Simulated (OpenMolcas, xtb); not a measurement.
# AlBNH4F (SMILES [NH2][AlH][BH]F): methods side by side

AlBNH4F: 8 atoms, total charge 0, spin state singlet. SMILES: `[NH2][AlH][BH]F`. The shape is that of a PBE0-D4/def2-TZVP optimisation. This is one conformer, not always the lowest.

Each level gives the vertical electron affinity (to the doublet anion) (eV). The values are calculated.

The electron affinity is E(neutral) − E(anion): positive where the electron is bound.

```tsv
level	kind	program	value (eV)
GFN2-xTB	semi-empirical	xtb	3.65
HF/def2-SVPD	Hartree–Fock	OpenMolcas	-0.43
SVWN5/def2-SVPD	LDA	OpenMolcas	0.56
PBE/def2-SVPD	GGA	OpenMolcas	0.44
TPSS/def2-SVPD	meta-GGA	OpenMolcas	0.34
B3LYP/def2-SVPD	global hybrid	OpenMolcas	0.34
```

Where it was recorded, the anion's HOMO is positive in SVWN5/def2-SVPD, PBE/def2-SVPD, TPSS/def2-SVPD, B3LYP/def2-SVPD: a fault of the level (basis or self-interaction), which says nothing on whether the real anion is bound. The values span -0.43 to 3.65 eV. The xTB values lack the empirical shift that such differences need.
